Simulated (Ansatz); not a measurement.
Reaction (redistribution): `N[SiH]1BO1` + `[NH2][Al]([SH])[O][SiH3]` → `S[SiH]1BO1` + `[NH2][Al]([NH2])[O][SiH3]`

Program: Ansatz. Geometries: PBE0-D4/def2-TZVP. ΔE: electronic, gas phase. CCSD(T)/CBS is the MP2 limit (def2-TZVPP, def2-QZVPP) plus CCSD(T) − MP2 in def2-TZVPP, frozen cores. Functionals use def2-TZVPP. B3LYP here is the variant with VWN-RPA as its local correlation; programs differ in this. HSE06 is defined as in plane-wave codes. Each species was taken in one conformer, which may not be the lowest.

```
             level  ΔE (kJ/mol)  difference from CCSD(T)/CBS
            PBE-D4         25.9                         -3.2
         revPBE-D4         24.8                         -4.3
           BLYP-D4         24.6                         -4.5
         r2SCAN-D4         27.7                         -1.4
            B97M-V         27.8                         -1.3
           PBE0-D4         29.1                          0.0
        r2SCANh-D4         28.5                         -0.6
        r2SCAN0-D4         29.8                          0.7
          HSE06-D4         29.1                          0.0
      CAM-B3LYP-D4         30.5                          1.4
           ωB97X-V         31.2                          2.1
           ωB97M-V         30.3                          1.2
            B2PLYP         28.5                         -0.6
          PBE-QIDH         31.0                          1.9
               PBE         25.5                         -3.6
            revPBE         24.2                         -4.9
            r2SCAN         27.5                         -1.6
              PBE0         28.6                         -0.5
             B3LYP         27.0                         -2.1
           r2SCANh         28.3                         -0.8
           r2SCAN0         29.6                          0.5
             HSE06         28.6                         -0.5
             BHLYP         30.9                          1.8
         CAM-B3LYP         30.0                          0.9
           LC-ωPBE         31.4                          2.3
RPA@PBE/def2-TZVPP         28.2                         -0.9
       HF/def2-SVP         34.6                          5.5
      MP2/def2-SVP         30.3                          1.2
     CCSD/def2-SVP         29.6                          0.5
     HF/def2-TZVPP         35.4                          6.3
    MP2/def2-TZVPP         30.2                          1.1
SCS-MP2/def2-TZVPP         30.0                          0.9
   CCSD/def2-TZVPP         30.6                          1.5
CCSD(T)/def2-TZVPP         29.8                          0.7
     HF/def2-QZVPP         34.6                          5.5
    MP2/def2-QZVPP         29.5                          0.4
SCS-MP2/def2-QZVPP         29.5                          0.4
      HF/CBS(def2)         34.5                          5.4
     MP2/CBS(def2)         29.4                          0.3
    CCSD/CBS(def2)         29.9                          0.8
       CCSD(T)/CBS         29.1                            0
```

Largest T1 diagnostic among the species: 0.016.

In def2-TZVPP, CCSD(T) changes the Hartree–Fock value by −5.5 kJ/mol (the triples alone add −0.8 kJ/mol) and MP2 by −5.2 kJ/mol. From BLYP to BHLYP (50 % exact exchange), in def2-TZVPP and without D4, ΔE moves by +6.9 kJ/mol.
